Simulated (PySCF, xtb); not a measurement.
C₂H₄ClFOSi, SMILES C[Si@@](F)(Cl)C=O. One conformer was computed; it need not be the lowest.

Harmonic wavenumbers (cm⁻¹) from GFN2-xTB (xtb) at its own minimum, in rising order: 40, 71, 110, 118, 156, 193, 213, 377, 489, 654, 742, 768, 811, 842, 849, 1361, 1374, 1453, 1455, 1756, 2694, 3030, 3038, 3048.

Task: What does PBE-D3(BJ)/def2-SVP (PySCF 2.14.0) give at its own minimum? (An estimate is asked for; the answer gives what the named calculation found.)

Result: 42, 87, 128, 143, 191, 232, 242, 358, 507, 649, 738, 753, 788, 842, 895, 1219, 1333, 1367, 1373, 1729, 2737, 2987, 3089, 3103. Paired by order, the mean absolute difference is 36 cm⁻¹ and the zero-point energies are 36.7 and 36.5 kcal/mol.
